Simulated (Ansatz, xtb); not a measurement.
C7H6O2: which of two isomers lies lower

Structure a is `O=C(O)c1ccccc1`, a singlet and structure b is `O=Cc1ccccc1O`, a singlet. Both are isolated molecules in the gas phase, relaxed with PBE0-D3(BJ)/def2-SVP; the shapes shown needn't be the lowest conformers.

a (Å):

```yaml
atoms:
  - { symbol: C, position_ang: [-1.3120, 1.8676, 0.7705] }
  - { symbol: C, position_ang: [-0.7372, 0.6116, 1.3165] }
  - { symbol: C, position_ang: [0.5900, 0.3067, 0.9965] }
  - { symbol: C, position_ang: [1.1726, -0.8579, 1.4841] }
  - { symbol: C, position_ang: [0.4314, -1.7214, 2.2923] }
  - { symbol: C, position_ang: [-0.8923, -1.4197, 2.6129] }
  - { symbol: C, position_ang: [-1.4792, -0.2548, 2.1268] }
  - { symbol: O, position_ang: [-0.7151, 2.6448, 0.0685] }
  - { symbol: O, position_ang: [-2.5866, 2.0659, 1.1371] }
  - { symbol: H, position_ang: [-2.8564, 2.9027, 0.7301] }
  - { symbol: H, position_ang: [1.1435, 1.0020, 0.3620] }
  - { symbol: H, position_ang: [2.2091, -1.0959, 1.2346] }
  - { symbol: H, position_ang: [0.8892, -2.6368, 2.6752] }
  - { symbol: H, position_ang: [-1.4700, -2.0972, 3.2459] }
  - { symbol: H, position_ang: [-2.5135, -0.0073, 2.3699] }
```

b (Å):

```tsv
atom	x (Å)	y (Å)	z (Å)
C	0.0715	1.8945	0.7503
C	-0.3770	0.5184	0.8497
C	0.3234	-0.4146	1.6343
C	-0.1062	-1.7258	1.7273
C	-1.2576	-2.1139	1.0232
C	-1.9683	-1.2163	0.2420
C	-1.5407	0.1172	0.1409
O	-0.4937	2.7525	0.0851
O	-2.2228	0.9690	-0.6059
H	0.9902	2.1558	1.3264
H	1.2168	-0.0811	2.1708
H	0.4380	-2.4493	2.3365
H	-1.6051	-3.1481	1.0904
H	-2.8633	-1.5161	-0.3058
H	-1.7598	1.8432	-0.5418
```

Estimate which is lower in electronic energy at CCSD(T)/def2-SVP + ΔMP2/def2-TZVPP, and by roughly how much.

The CCSD(T)/def2-SVP + ΔMP2/def2-TZVPP calculation puts structure a lower, by 14.0 kcal/mol.

The same difference at several levels:

| level | geometry | E(b) − E(a) (kcal/mol) | departure from the last row (kcal/mol) | job, with rough time for the two |
| --- | --- | --- | --- | --- |
| GFN2-xTB | GFN2-xTB | +10.6 | −3.4 | optimisation, 0.13 s |
| HF/STO-3G | GFN2-xTB | +8.4 | −5.6 | single point, 0.48 s |
| r2SCAN-D4/def2-SVP | GFN2-xTB | +11.2 | −2.9 | single point, 4.2 s |
| PBE0-D3(BJ)/def2-SVP | PBE0-D3(BJ)/def2-SVP | +11.6 | −2.5 | optimisation, 35 s |
| HF/def2-SVP | PBE0-D3(BJ)/def2-SVP | +18.5 | +4.5 | part of the CCSD(T) run |
| MP2/def2-SVP | PBE0-D3(BJ)/def2-SVP | +15.4 | +1.4 | part of the CCSD(T) run |
| CCSD(T)/def2-SVP | PBE0-D3(BJ)/def2-SVP | +14.8 | +0.8 | single point |
| CCSD(T)/def2-SVP + ΔMP2/def2-TZVPP | PBE0-D3(BJ)/def2-SVP | +14.0 |  | single point, 2.3 min |

As drawn, both hold the same kinds of bond in the same numbers.

None of the levels shown reverses the order. The largest departure from CCSD(T)/def2-SVP + ΔMP2/def2-TZVPP is that of HF/STO-3G, 5.6 kcal/mol. The last row adds to CCSD(T) the change of the MP2 difference between the two basis sets, here −0.8 kcal/mol.

With thermal terms from frequencies at re-optimised GFN2-xTB minima (ideal gas, soft modes damped towards free rotors, one conformer each, 298.15 K, 1 atm): the zero-point term adds −0.6 kcal/mol; ΔH is +13.3 and ΔG +13.9 kcal/mol.

The correlated steps freeze 9 core orbitals. Codes used: Ansatz 0.2.0, xtb 6.7.1; the last row on 4 threads of Arm Neoverse V1 on a shared host.
